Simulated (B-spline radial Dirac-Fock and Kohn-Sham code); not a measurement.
Two-hole binding energies of P³⁺

System: the P³⁺ ion, [Ne] 3s2, inside a Watson sphere of charge -3 and radius 2 Å (a model of the Madelung potential; inside it an electron's potential energy is raised by 21.6 eV).

Level of theory: Dirac-Fock (average of configuration) total-energy differences with a finite nucleus, the Breit interaction including its frequency dependence, and self-energy and vacuum-polarisation corrections; a radial atomic solver. U is the two-hole binding energy less the two single-hole energies, the effective repulsion of the holes after relaxation. Each two-hole energy is an average over J within one jj subconfiguration.

```
          holes  E(a) (eV)  E(b) (eV)  E(ab) (eV)  U (eV)
           1s⁻²     2175.9     2175.9      4559.2   207.4
   1s⁻¹ 2p1/2⁻¹     2175.9      159.8      2391.7    56.0
   1s⁻¹ 2p3/2⁻¹     2175.9      158.9           ?       ?
           2s⁻²      218.7      218.7       478.9    41.5
   2s⁻¹ 2p1/2⁻¹      218.7      159.8       416.0    37.5
   2s⁻¹ 2p3/2⁻¹      218.7      158.9       415.0    37.4
        2p1/2⁻²      159.8      159.8       364.3    44.7
2p1/2⁻¹ 2p3/2⁻¹      159.8      158.9       360.7    42.0
        2p3/2⁻²      158.9      158.9       360.6    42.8
   2p1/2⁻¹ 3s⁻¹      159.8      28.21       206.5    18.5
   2p3/2⁻¹ 3s⁻¹      158.9      28.21       205.6    18.5
```

Task: Give the missing two-hole energy and U.

Result: E(ab) = 2390.5 eV and U = 55.7 eV.

Values without a named source are computed, but for edge energies of neutral atoms, which are taken from tables.
